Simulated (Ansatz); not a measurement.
`c1sc(-c2sc(-c3sc(-c4scc5c4OCCO5)c4c3OCCO4)c3c2OCCO3)c2c1OCCO2`. Total charge 0; triplet. Geometry PBE-D4/def2-SVP, that of the neutral singlet; atoms count from 1.

```xyz
54

C     4.3626    2.5275   -4.7908
S     2.8903    2.5360   -3.8757
C     3.2121    0.9566   -3.1754
C     2.2851    0.3467   -2.2572
S     1.4062    1.3218   -1.0861
C     0.5418   -0.0703   -0.4460
C    -0.4439    0.0374    0.5883
S    -1.3443   -1.3480    1.1933
C    -2.2395   -0.3700    2.3490
C    -3.2239   -0.9628    3.2177
S    -2.9734   -2.5403    3.9496
C    -4.5043   -2.5025    4.7631
C    -5.1752   -1.3221    4.5042
C    -4.4553   -0.4486    3.6190
O    -4.9683    0.7376    3.1826
C    -6.0427    1.1901    4.0056
C    -7.0276    0.0619    4.2857
O    -6.4040   -1.0009    5.0098
C    -1.8571    0.9663    2.2485
C    -0.8604    1.1916    1.2539
O    -0.3398    2.4280    0.9913
C    -0.6084    3.3627    2.0398
C    -2.0575    3.2590    2.5006
O    -2.3342    1.9677    3.0427
C     0.9608   -1.2247   -1.1096
C     1.9276   -0.9949   -2.1323
O     2.3947   -1.9969   -2.9317
C     2.1465   -3.2875   -2.3740
C     0.7115   -3.4039   -1.8741
O     0.4615   -2.4650   -0.8248
C     4.4198    0.4630   -3.6658
C     5.0643    1.3535   -4.5911
O     6.2568    1.0529   -5.1878
C     6.9409   -0.0157   -4.5297
C     5.9879   -1.1544   -4.1902
O     4.9782   -0.7203   -3.2798
H     4.6472    3.3748   -5.4233
H    -4.8434   -3.3397    5.3821
H    -5.6426    1.5907    4.9662
H    -6.5384    2.0147    3.4564
H    -7.4378   -0.3231    3.3228
H    -7.8693    0.4201    4.9106
H    -0.3936    4.3690    1.6304
H     0.0750    3.1717    2.8994
H    -2.7415    3.4659    1.6449
H    -2.2638    3.9923    3.3050
H     2.8549   -3.4811   -1.5352
H     2.3400   -4.0239   -3.1786
H     0.0030   -3.2264   -2.7160
H     0.5191   -4.4096   -1.4521
H     7.7337   -0.3585   -5.2236
H     7.4226    0.3591   -3.5964
H     5.5162   -1.5449   -5.1222
H     6.5295   -1.9829   -3.6927
```

Single mean-field runs in def2-SVP are fitted with def2-universal-jkfit. At PBE0-D4/def2-SVP a singlet of charge 0 lies 1.96 eV below the triplet at the same geometry.

(1) Estimate the Mulliken populations of the heavy atoms from the PBE0/def2-SVP orbitals of Ansatz.

(2) Where does the spin sit?

(3) And the Mayer bond orders between heavy atoms (over 0.3, the first 40 of 43)?

Answers

(1) 
```
atom  charge (e)  spin (α − β)
  C1       -0.16          0.19
  S2        0.12          0.03
  C3       -0.21         -0.11
  C4       -0.17          0.43
  S5        0.14          0.04
  C6       -0.12          0.18
  C7       -0.12          0.16
  S8        0.15          0.04
  C9       -0.18          0.43
 C10       -0.21         -0.11
 S11        0.12          0.03
 C12       -0.16          0.17
 C13        0.16         -0.08
 C14        0.22          0.15
 O15       -0.34          0.02
 C16        0.13          0.00
 C17        0.13          0.00
 O18       -0.35         -0.01
 C19        0.22         -0.11
 C20        0.11          0.23
 O21       -0.35          0.04
 C22        0.13          0.00
 C23        0.13          0.00
 O24       -0.34          0.00
 C25        0.11          0.23
 C26        0.22         -0.10
 O27       -0.34          0.00
 C28        0.13          0.00
 C29        0.13          0.00
 O30       -0.35          0.04
 C31        0.22          0.16
 C32        0.16         -0.08
 O33       -0.35         -0.01
 C34        0.13          0.00
 C35        0.13          0.00
 O36       -0.34          0.02
```
Mulliken values depend strongly on the basis.

(2) Summed by element: C 1.76, S 0.13, O 0.11, H 0.00, of 2 unpaired in all. Largest on single atoms: C4 0.43, C9 0.43, C20 0.23.

(3) C1–S2 1.11 (1.73 Å); C1–C32 1.50 (1.38 Å); S2–C3 1.11 (1.76 Å); C3–C4 1.19 (1.44 Å); C3–C31 1.42 (1.39 Å); C4–S5 1.04 (1.76 Å); C4–C26 1.33 (1.39 Å); S5–C6 1.03 (1.76 Å); C6–C7 1.49 (1.43 Å); C6–C25 1.21 (1.40 Å); C7–S8 1.03 (1.76 Å); C7–C20 1.21 (1.40 Å); S8–C9 1.04 (1.76 Å); C9–C10 1.18 (1.44 Å); C9–C19 1.34 (1.39 Å); C10–S11 1.11 (1.76 Å); C10–C14 1.43 (1.39 Å); S11–C12 1.11 (1.73 Å); C12–C13 1.50 (1.38 Å); C13–C14 1.19 (1.44 Å); C13–O18 1.08 (1.37 Å); C14–O15 1.12 (1.36 Å); O15–C16 0.94 (1.43 Å); C16–C17 1.06 (1.52 Å); C17–O18 0.94 (1.43 Å); C19–C20 1.32 (1.43 Å); C19–O24 1.11 (1.36 Å); C20–O21 1.10 (1.37 Å); O21–C22 0.93 (1.43 Å); C22–C23 1.06 (1.52 Å); C23–O24 0.94 (1.43 Å); C25–C26 1.32 (1.43 Å); C25–O30 1.10 (1.37 Å); C26–O27 1.11 (1.36 Å); O27–C28 0.94 (1.43 Å); C28–C29 1.06 (1.52 Å); C29–O30 0.93 (1.43 Å); C31–C32 1.19 (1.44 Å); C31–O36 1.12 (1.36 Å); C32–O33 1.08 (1.37 Å).
